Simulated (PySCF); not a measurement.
Structure from 2D NMR

Compound of formula C8H8O2. Correlations simulated from computed shifts and the bond graph:

HSQC (one-bond C–H):
```csv
δH,δC
7.44,140.3
7.13,134.6
5.86,95.9
4.43,95.9
3.85,101.8
3.60,54.6
```

COSY cross peaks (H two or three bonds apart, from the bond graph; peaks can be absent where the dihedral angle is near 90°):
```csv
δH,δH
7.44,7.13
5.86,4.43
```

HMBC (two and three bonds, from the bond graph):
```csv
δH,δC
7.44,"185.4, 163.7, 134.6, 85.8"
7.13,"185.4, 140.3, 101.8, 85.8"
5.86,"185.4, 163.7"
4.43,"185.4, 163.7"
3.85,"134.6, 85.8"
3.60,163.7
```

Carbons without hydrogens: δ 185.4, 163.7, 85.8.

Computational details: PBE0/pcSseg-1 with gauge-including orbitals, structure optimised with PBE0-D3(BJ)/def2-SVP, in PySCF (equivalent nuclei averaged, non-relativistic, one computed conformer, gas phase).

Scale: $^{1}$H, $^{13}$C against TMS (reference shieldings calculated alike).

Exchangeable hydrogens are left out of these lists.

Problem. Which molecule is this?

Solution. SMILES C(/C#C)=C\C(=O)C(=C)OC.

Atoms are numbered as in `[CH:1]#[C:2]/[CH:3]=[CH:4]/[C:5](=[O:6])[C:7](=[CH2:8])[O:9][CH3:10]`; H(Xn) means a hydrogen on atom n. Ha(C8) is cis to C5; Hb(C8) is trans to C5.

- δC 185.4 is C5, a ketone carbonyl carbon.
- δC 163.7 is C7, an alkene carbon bearing oxygen.
- δC 140.3 is C4, an α carbon of a C=C–C=O unit (δH 7.44).
- δC 134.6 is C3, a β carbon of a C=C–C=O unit (δH 7.13).
- δC 101.8 is C1, a terminal alkyne carbon (δH 3.85).
- δC 95.9 is C8, a β carbon of a C=C–C=O unit (δH 4.43, 5.86).
- δC 85.8 is C2, an alkyne carbon.
- δC 54.6 is C10, a methyl carbon bonded to O (δH 3.60).
- HMBC from δH 7.44 reaches the proton-free carbons C5, C7, C2.
- HMBC from δH 7.13 reaches the proton-free carbons C5, C2.
- HMBC from δH 5.86 reaches the proton-free carbons C5, C7.
- HMBC from δH 4.43 reaches the proton-free carbons C5, C7.
- COSY links 7.44–7.13, 5.86–4.43.

The data come from this structure; uniqueness wasn't tested.

Shifts are as computed. Against solution values, carbons near 30 ppm lie about +2 ppm off and those near 130 ppm about +5 ppm. Of 1211 compounds with measured shifts, 218 miss one by over three times the rms of a fit or turn the order of signals round; such compounds aren't used in these exercises.
